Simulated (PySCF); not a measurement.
Compound: C3H5FTe.
Bonds: C1–C2 (double), C2–F3, C2–C4, C4–Te5. Hydrogens: H6, H7 on C1; H8, H9 on C4; H10 on Te5.

Method used: PBE0-D3(BJ)/def2-SVP geometry optimisation, gas phase, def2 core potentials past Kr (PySCF 2.14.0).

How far are the bound atoms from Te5?

2 atoms: H10 1.665 Å, C4 2.185 Å. The nearest atom not counted as bound is H8, at 2.67 Å.

What is the shape at Te5?

Bent: angle 92.0°.

What are the other bond lengths?

C1=C2 1.333 Å; C2–F3 1.335 Å; C2–C4 1.478 Å; C1–H6 1.090 Å; C1–H7 1.091 Å; C4–H8, C4–H9 1.098 Å.

Give some angles away from the centre.

C1–C2–F3 120.1°, C1–C2–C4 126.9°, F3–C2–C4 113.0°, C2–C4–Te5 113.5°.

What are the rotational constants (commonest isotopes, rigid rotor)?

A = 7201, B = 1160, C = 1088 MHz: a near-prolate asymmetric top.

Point group: C1 (no symmetry element, even within 0.4 Å). Charge 0, singlet. PBE0-D3(BJ)/def2-SVP frequencies: not computed here.

Conformer computed: `[CH2:1]=[C:2]([F:3])[CH2:4][TeH:5]`: C1–C2–C4–Te5 112°.

One conformer stands for the species.
